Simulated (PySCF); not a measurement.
C3H8O2Si2, SMILES C=C[SiH2][SiH2]C(=O)O, GFN2-xTB optimised geometry.

```
15

C      0.83    -2.38     2.75
C      1.70    -1.47     3.17
Si     2.24     0.05     2.20
Si     1.50    -0.02     0.00
C     -0.41    -0.02     0.00
O     -1.13    -0.99     0.05
O     -0.91     1.22     0.00
H      0.35    -2.31     1.79
H      0.54    -3.23     3.35
H      2.14    -1.61     4.16
H      1.77     1.23     2.93
H      3.71     0.10     2.25
H      1.86     1.15    -0.81
H      1.88    -1.22    -0.75
H     -1.88     1.21     0.03
```

Density from PBE0/def2-TZVP run with PySCF 2.14.0 at that geometry.

Minimum of the electron density along straight lines between bonded atoms, close to the bond critical point (lines longer than 1.1 times the sum of covalent radii, or with two minima, are not listed):

```tsv
bond	length / Å	ρ at the minimum / e bohr⁻³	∇²ρ there / e bohr⁻⁵	position (fraction from the first atom)
C1–C2	1.325	0.355	-1.10	0.50
C2–Si3	1.886	0.118	0.20	0.61
Si3–Si4	2.318	0.096	-0.16	0.38
Si4–C5	1.912	0.113	0.20	0.38
C5–O6	1.207	0.427	-0.14	0.34
C5–O7	1.341	0.307	-0.55	0.34
C1–H8	1.079	0.290	-1.05	0.65
C1–H9	1.080	0.287	-1.03	0.65
C2–H10	1.085	0.281	-0.98	0.64
Si3–H11	1.473	0.122	0.18	0.49
Si3–H12	1.472	0.122	0.18	0.49
Si4–H13	1.466	0.124	0.18	0.49
Si4–H14	1.467	0.124	0.19	0.49
O7–H15	0.973	0.348	-2.39	0.81
```
